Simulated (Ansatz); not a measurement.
W(NH)2Cl2 (WN2Cl2H2). The state is a singlet with charge 0. Geometry PBE-D4/def2-SVP, basis def2-TZVP, Ansatz.

Cartesian coordinates in Å:
```
W 0.423 0.048 -0.249
N -0.672 -1.320 -0.371
H -1.517 -1.851 -0.142
N -0.218 1.218 0.894
H -0.905 1.574 1.566
Cl 0.480 1.068 -2.315
Cl 2.409 -0.737 0.616
```

| run | HOMO (eV) | LUMO (eV) |
| --- | --- | --- |
| A | -6.91 | -3.19 |
| B | -7.99 | -2.68 |
| C | -10.45 | -0.47 |
| D | -7.85 | -2.86 |
| E | -7.08 | -3.43 |
| F | -7.23 | -3.14 |

In the def2 sets W takes a core potential; there is no spin–orbit coupling. B3LYP takes the VWN-RPA correlation. HSE06 is defined as in plane-wave codes, on full-range PBE exchange.

Problem. The runs used B3LYP, HSE06, LDA (SPW92), PBE, r2SCAN, ωB97M-V. Estimate which is which.

Solution. A PBE (0 % exact exchange); B B3LYP (20 % exact exchange); C ωB97M-V (range-separated); D HSE06 (range-separated); E LDA (SPW92) (0 % exact exchange); F r2SCAN (0 % exact exchange). Exact exchange lowers occupied and raises empty levels; among semilocal functionals meta-GGAs tend to open the gap a little, and such runs are hard to tell apart. The gap grows from 3.65 eV (LDA (SPW92)) to 9.97 eV (ωB97M-V).
